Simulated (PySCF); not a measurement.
# Electronic structure of Fe (iron, neutral) at the UHF level

Configuration: [Ar] 3d6 4s2, high-spin 5D determinant. All numbers are calculated (PySCF 2.14, the non-relativistic Hamiltonian (point nucleus), in cc-pVTZ).

```json
{"Total energy": "-1262.453688 hartree", "One-electron energy": "-1744.5633 hartree", "Hartree (Coulomb) energy": "536.5342 hartree", "Exchange energy": "-54.4245 hartree", "Kinetic energy": "1262.50870 hartree", "⟨S²⟩": "6.0159", "⟨L²⟩": "6.019", "Sum of ⟨r⟩": "21.87 bohr", "Sum of ⟨r²⟩": "41.24 bohr²", "Traceless quadrupole moment −½Σ⟨3z² − r²⟩ along its main axis": "0.241 e·bohr²", "Density at the nucleus (Gaussians lack the cusp)": "11800 bohr⁻³", "Spin density at the nucleus": "0.917 bohr⁻³", "Langevin diamagnetic susceptibility": "-32.7 ×10⁻⁶ cm³/mol", "Time after the integrals": "0.72 s of wall time on 1 thread of Neoverse-V1 (shared host)"}
```

```
shell  electrons  mean orbital energy (eV)  spread (eV)  rms radius, mean of both spins (bohr)
 1s α          1                   -7112.4            0                                 0.0685
 1s β          1                   -7112.3            0                                 0.0685
 2s α          1                   -870.71            0                                  0.292
 2s β          1                   -867.34            0                                  0.292
 2p α          3                   -747.63        0.911                                  0.261
 2p β          3                   -744.33        0.001                                  0.261
 3s α          1                   -118.33            0                                  0.879
 3s β          1                   -108.68            0                                  0.879
 3p α          3                   -80.484        2.018                                  0.940
 3p β          3                   -68.850        1.492                                  0.940
 3d α          5                   -18.691        2.372                                   1.22
 3d β          1                   -13.063            0                                   1.22
 4s α          1                    -7.550            0                                   3.52
 4s β          1                    -6.584            0                                   3.52
```
